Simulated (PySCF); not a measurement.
**Computed properties of Te(SiH3)(OSiH3) (H6OSi2Te), SMILES [Te]([SiH3])O[SiH3]**

Te(SiH3)(OSiH3) (H₆OSi₂Te), SMILES [Te](O[SiH3])[SiH3]. Geometry: B3LYP-D3(BJ)/def2-SVP. The structure was generated by enumeration, and PubChem lists no compound with its InChIKey, so it may never have been made. The def2 effective core potentials stand for the cores of Te; spin–orbit coupling is left out. Other conformers were not sampled. All values are computed for the isolated molecule unless a solvent is named; none is compared with measurement here.

**Structure.** All 24 harmonic modes at B3LYP-D3(BJ)/def2-SVP (PySCF) are real, so it is a minimum. With heavy atoms numbered as in [Te:1]([SiH3:2])[O:6][SiH3:7], the shortest bond between them is O6–Si7 at 1.675 Å and the longest Te1–Si2 at 2.526 Å.

**Vibrations.** The strongest infrared lines (harmonic, unscaled, degenerate partners summed) lie at 868 cm⁻¹ (505 km/mol, H 72 %, O 14 %, Si 13 %), 997 cm⁻¹ (281 km/mol, H 93 %), 2239 cm⁻¹ (178 km/mol, H 97 %). The softest mode is at 54 cm⁻¹ and the zero-point energy is 34.0 kcal/mol.

**Electronic structure.** ωB97X/def2-TZVP (PySCF) places the frontier levels at -8.69 and -0.31 eV, a gap of 8.38 eV, and gives a dipole moment of 1.73 D and a mean polarisability of 94.6 bohr³. PBE/def2-TZVP (PySCF) at the same geometry gives -5.44 and -3.26 eV, so its gap is 6.20 eV narrower. An orbital gap is neither the optical nor the fundamental gap.

**Excitations.** TDDFT-ωB97X/def2-SVPD (PySCF) has S1 at 2.64 eV (469 nm, f = 0.001, dark); the most intense of the 10 singlets computed lies at 7.09 eV (f = 0.19). T1 (TDA) is at 2.02 eV. TDDFT-PBE/def2-SVPD (PySCF) puts S1 at 2.47 eV.
